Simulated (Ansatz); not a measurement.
Species: CdI2, charge -1, multiplicity 2. SMILES of the parent species: [I][Cd][I]

Atoms: Cd1, I2, I3. Bonds: Cd1-I2, Cd1-I3.

Bond lengths (Å) and angles (degrees) optimised at HF/LANL2DZ with Ansatz (a quantum-chemistry and plane-wave program); PBE/LANL2DZ with Ansatz; B3LYP/LANL2DZ with Ansatz; MP2/LANL2DZ with Ansatz, each started from the B3LYP-D3(BJ)/def2-TZVP structure (Ansatz) of the last column. A row stands for all coordinates that are equal there. No wavenumbers were computed at PBE/LANL2DZ, MP2/LANL2DZ, so these may be saddle points.

```csv
coordinate,HF/LANL2DZ,PBE/LANL2DZ,B3LYP/LANL2DZ,MP2/LANL2DZ,B3LYP-D3(BJ)/def2-TZVP
Cd1-I2,2.908,3.007,3.008,2.858,2.916
I2-Cd1-I3,116.8,129.0,127.8,117.7,126.0
```

Mean signed difference of all 2 bond lengths from B3LYP-D3(BJ)/def2-TZVP: HF/LANL2DZ -0.008 Å, PBE/LANL2DZ 0.091 Å, B3LYP/LANL2DZ 0.092 Å, MP2/LANL2DZ -0.058 Å.
